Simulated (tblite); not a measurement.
Run record: tight-binding relaxation, `CC[C@H](C)NNC`.

Computed with GFN2-xTB geometry optimisation, gas phase (tblite 0.8.0). Start geometry: from a force field or distance geometry. The input is one job of a driver script: a line of settings, then coordinates in Å.

Command:
```bash
OMP_NUM_THREADS=1 python probes_run.py task.json out
```

Input:
```
{"job": {"kind": "relax", "xc": "GFN2-xTB", "basis": "xTB"}, "charge": 0, "multiplicity": 1}
C     -2.509300    -0.944500    -0.040700
C     -1.036600    -0.885900     0.093600
C     -0.475200     0.353600     0.706000
C     -0.774100     1.632500    -0.033000
N      0.954700     0.118000     0.889500
N      1.544200    -0.147000    -0.359400
C      2.927800    -0.473000    -0.138500
H     -2.800500    -0.763700    -1.097600
H     -2.809400    -2.016800     0.160100
H     -3.068400    -0.319300     0.680900
H     -0.738400    -1.726000     0.790200
H     -0.526000    -1.149700    -0.859600
H     -0.920700     0.451600     1.749200
H     -1.780800     2.042800     0.249500
H     -0.640300     1.606400    -1.114200
H     -0.068000     2.407700     0.378600
H      1.403400     0.951100     1.356800
H      1.390500     0.558100    -1.079000
H      3.257500     0.074700     0.784400
H      3.590600    -0.182000    -0.971700
H      3.070100    -1.571700     0.009300
```

Question: Estimate the output.

Answer: 
```
step      E/eV     max force
  0    -642.94800    2.503
  1    -643.20735    0.558
  2    -643.25428    0.498
  3    -643.29790    0.561
  4    -643.32872    0.411
  5    -643.34555    0.254
  6    -643.35803    0.237
  7    -643.36988    0.292
  8    -643.38090    0.284
  9    -643.39134    0.233
... (90 lines left out)
100    -643.60572    0.022
101    -643.60584    0.027
102    -643.60597    0.030
103    -643.60608    0.030
104    -643.60618    0.027
105    -643.60627    0.021
106    -643.60637    0.022
107    -643.60645    0.017
108    -643.60649    0.011
109    -643.60651    0.009
```

«max force» is the largest atomic force in eV/Å.

Question: From which step on does the largest force stay under 0.1 eV/Å, and how much energy is left to gain from there?

Answer: From step 43 (0.075 eV/Å), 18.4 meV above the end.

Main results: energy lowered by 15.2 kcal/mol over 109 steps; largest atomic force 0.009 eV/Å at the end.

Question: Where do the atoms end?

Answer: 0.389 Å rms from the input after alignment:
```
atom  x, y, z in Å
C1    -2.4978   -1.0171    0.0452
C2    -0.9795   -0.9024    0.0632
C3    -0.4732    0.3965    0.6963
C4    -0.8768    1.6346   -0.1148
N5     0.9657    0.2749    0.8839
N6     1.6681    0.0934   -0.3329
C7     2.9184   -0.5980   -0.1062
H8    -2.9416   -0.2729   -0.6113
H9    -2.7932   -2.0005   -0.3134
H10   -2.9051   -0.8815    1.0452
H11   -0.5579   -1.7287    0.6373
H12   -0.5848   -0.9696   -0.9508
H13   -0.8900    0.4855    1.7078
H14   -1.9517    1.7822   -0.0759
H15   -0.5768    1.5187   -1.1538
H16   -0.3983    2.5253    0.2925
H17    1.3203    1.0721    1.4194
H18    1.8418    0.9789   -0.8158
H19    3.6212   -0.0400    0.5303
H20    3.3876   -0.7878   -1.0702
H21    2.6947   -1.5467    0.3780
```

Time: 0.64 s of wall time. Hardware: an Arm Neoverse V1 with one thread, shared host with 32 logical CPUs at a one-minute load of 2.9.
Labels such as C1 count atoms from 1, the log's own numbers from 0.
